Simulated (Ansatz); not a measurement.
## Strength of the Se–Ge bond: C2H6GeSe → C2H3Se + GeH3

Species: C2H6GeSe `C=C[Se][GeH3]`, singlet; C2H3Se `C=C[Se]`, doublet; GeH3 `[GeH3]`, doublet. 

Shapes, held fixed at every level: PBE0-D4/def2-TZVP. Flexible molecules stand in one conformer, not always the lowest. Programs: Ansatz 0.2.0. The zero-point and thermal change to 298 K, harmonic and unscaled (PBE0-D4/def2-TZVP), is -10.5 kJ/mol.

```tsv
level	kind	ΔH(298 K) (kJ/mol)
HF/def2-SVP	Hartree–Fock	+158.9
HF/def2-TZVPP	Hartree–Fock	+162.1
SPW92/def2-TZVPP	LDA	+315.8
r2SCAN-D4/def2-TZVPP	meta-GGA	+261.6
B3LYP-D4/def2-TZVPP	global hybrid	+260.3
BHLYP-D4/def2-TZVPP	global hybrid	+257.8
PBE0-D4/def2-TZVPP	global hybrid	+271.1
B2PLYP/def2-TZVPP	double hybrid	+263.5
```

B2PLYP/def2-TZVPP gives ΔH(298 K) = +263.5 kJ/mol; the levels span +158.9 to +315.8. The median of the levels is +261.0. Hartree–Fock misses the correlation of the pair that is broken and comes out low. No measured value is set beside it here. Spin contamination: C2H3Se (⟨S²⟩ up to 0.94). Open shells run unrestricted unless RO is named. Relativity is left out for Ge, Se unless named. Correlated rows may include outer-core shells of Ge, Se, which these sets cover unevenly.
